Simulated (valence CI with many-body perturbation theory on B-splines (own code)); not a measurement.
Values are calculated unless marked as measured or tabulated.
## Ni XIV: magnetic and hyperfine properties of the levels

Level of theory: relativistic CI+MBPT: five valence electrons over a frozen Dirac-Fock core [Ne], radial functions for each j: 9 s, 9 p, 8 d, 6 f, 3 g, 1 h, with the one-electron correlation potential Σ1 (screened to all orders), the two-electron term Σ2, the three-electron term Σ3, Breit, model QED; selected single and double excitations, second order for the rest (own B-spline code, finite nucleus).

No measured levels were compared; by estimate levels of excited configurations hold to 0.05 to 0.15 % of their energy, terms of the ground configuration to about 0.5 %. Among the levels kept, up to 460 cm⁻¹ of a level comes from second order outside the variational space, and about a tenth of that is noise between levels of different J, which matters for small intervals.

A/g_I is the dipole constant over the nuclear g factor μ/I (μ in nuclear magnetons, uniformly magnetised nucleus), B/Q the quadrupole constant per barn. Both hold the static response of the core; the bare values leave it out. Large factors of s and p1/2 electrons are usually good to 5 to 10 %; those of open d and f shells near neutrality can be off by tens of per cent, and small factors of p3/2, d and f electrons come from cancelling terms and can be off by a factor of two or in sign, in half-filled shells by more. B is blank for J = 1/2, where it vanishes, and for nearly pure S terms. Energies count from the lowest level.

Names give the largest LS component (configuration and term), which can be under half, so a name can repeat, a term be missing and a line seem to break the LS rules; names also repeat where a configuration has a term twice. Letters in brackets count levels of one name in rising energy.

```csv
Level,E (cm⁻¹),g,A/g_I (MHz),A/g_I bare,B/Q (MHz/b),B/Q bare
3s²3p³ ⁴S°_3/2,0,1.964,1200,1560,,
3s²3p³ ²D°_3/2,46026,0.903,5530,5310,9740,9320
3s²3p³ ²D°_5/2,53834,1.199,10700,10300,-78.3,-74.0
3s²3p³ ²P°_1/2,85484,0.664,30000,28500,,
3s²3p³ ²P°_3/2,97000,1.266,6110,5990,-10200,-9750
3s3p⁴ ⁴P_5/2,316340,1.591,23300,22400,9050,8670
3s3p⁴ ⁴P_3/2,330830,1.726,20500,19900,-7580,-7270
3s3p⁴ ⁴P_1/2,336740,2.654,48100,46300,,
3s3p⁴ ²D_3/2,392110,0.822,-5440,-5020,-13300,-12800
3s3p⁴ ²D_5/2,395750,1.208,25200,24000,-19200,-18400
3s²3p²3d ²P_3/2 [a],447940,1.315,-224,153,4190,4040
3s3p⁴ ²S_1/2 [a],453160,1.206,36200,34300,,
3s3p⁴ ²S_1/2 [b],476330,1.455,59700,56600,,
3s²3p²3d ⁴F_3/2,485380,0.441,4020,3910,-996,-824
3s²3p²3d ⁴F_5/2,491210,1.058,2310,2430,1550,1630
3s²3p²3d ⁴F_7/2,499830,1.246,2530,2660,-4.10,179
3s²3p²3d ²F_5/2 [a],504990,0.957,7390,7170,-1500,-1350
3s²3p²3d ⁴F_9/2,509920,1.324,4100,4160,-7550,-7010
3s²3p²3d ²F_7/2 [a],511560,1.265,3610,3700,4370,4280
3s²3p²3d ⁴D_1/2,511940,0.022,11000,10400,,
3s²3p²3d ⁴D_3/2,513320,1.167,5250,5280,-3310,-3190
3s²3p²3d ⁴D_5/2,519920,1.243,4580,4620,-1810,-1700
3s²3p²3d ⁴D_7/2,534100,1.286,3110,3210,3410,3350
3s²3p²3d ²G_7/2,566320,0.899,6610,6410,18800,18200
3s²3p²3d ²G_9/2,571520,1.119,4840,4780,21900,21100
3s²3p²3d ²P_3/2 [b],572390,1.302,-2020,-1560,2870,2760
3s²3p²3d ⁴P_5/2,583820,1.574,1750,2050,871,882
3s²3p²3d ²P_1/2 [a],589560,1.243,25400,24200,,
3s²3p²3d ⁴P_3/2,589650,1.636,2270,2620,-733,-762
3s²3p²3d ⁴P_1/2,595110,2.064,-4680,-4020,,
3s²3p²3d ²D_3/2 [a],601130,0.909,4000,4020,1380,1400
3s²3p²3d ²D_5/2 [a],616220,1.214,5090,5080,-3060,-2810
3s²3p²3d ²D_3/2 [b],632910,0.824,4900,4710,-577,-595
3s²3p²3d ²D_5/2 [b],635080,1.198,5080,5070,9760,9380
3s²3p²3d ²P_1/2 [b],649020,0.829,-5170,-4860,,
3s²3p²3d ²F_5/2 [b],655580,0.928,2860,2880,3630,3620
3s²3p²3d ²P_3/2 [c],661390,1.312,2440,2650,-4280,-4110
3s²3p²3d ²F_7/2 [b],663320,1.141,5320,5270,-2660,-2380
3s²3p²3d ²S_1/2,663840,1.859,22800,22000,,
3s²3p²3d ²D_5/2 [c],691380,1.138,3080,3130,-3860,-3580
```

**Question.** Take the isotope of mass number 61, with I = 3/2, μ = -0.74965 μN and Q = 0.162 b. What is the hyperfine structure of 3s3p⁴ ⁴P_3/2?

**Answer.** From the table A = -10300 MHz, B = -1230 MHz. Shifts from the centre of gravity in MHz: F = 0: 37100, F = 1: 28000, F = 2: 8650, F = 3: -23500.
